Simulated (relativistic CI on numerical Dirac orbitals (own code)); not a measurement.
## Re2+: what numerical and physical settings do to a radial Dirac CI calculation

Reference input:

```
atom Re  Z=75  charge=2  electrons=73
nucleus A=187  rms_radius_fm=5.3698
hamiltonian dirac-coulomb  breit=on  qed=on  c_scale=1
orbitals kli  potential=per-configuration
slater_scale 1
correlation none
mixing on
grid step=0.0125 r_max=86.5
scf mixing=0.4 start=green max_iterations=150 tolerance=2e-08 node_fill=0.05
configurations
  [Xe] 4f14 5d5
  [Xe] 4f14 5d4 6s
  [Xe] 4f14 5d3 6s2
  [Xe] 4f14 5d4 6p
end
```

Computed lowest total energy -16676.64577 Ha, first excitation 16525.0 cm⁻¹, 52 SCF steps. Runs with settings changed; * marks those that are bad on purpose (the QED terms keep the true α when c is scaled):

```tsv
Changed	Outcome	Lowest level	ΔE (Ha)	First excitation (cm⁻¹)	SCF steps	Message
speed of light × 0.8	converged	5d⁴6s ⁶D1/2	-668	3009.5	55	
SCF mixing 0.05	converged	5d⁵ ⁶S5/2	-2.33e-10	16525.0	79	
Breit term off	converged	5d⁵ ⁶S5/2	-18	16179.2	52	
SCF tolerance 1e-10, iteration limit 30	converged	5d⁵ ⁶S5/2	-7.57e-10	16525.0	64	
Slater scale 5 *	converged	5d⁵ ⁶S5/2	-0.687	38861.9	52	
iteration limit 2 *	not converged				2	SCF of 1s2 2s2 2p6 3s2 3p6 3d10 4s2 4p6 4d10 4f14 5s2 5p6 5d5 did not converge
```

With so few configurations and no correlation, terms lie too far apart (by 10 to 50 % near neutrality), their order can be wrong, and levels of other configurations are missing.
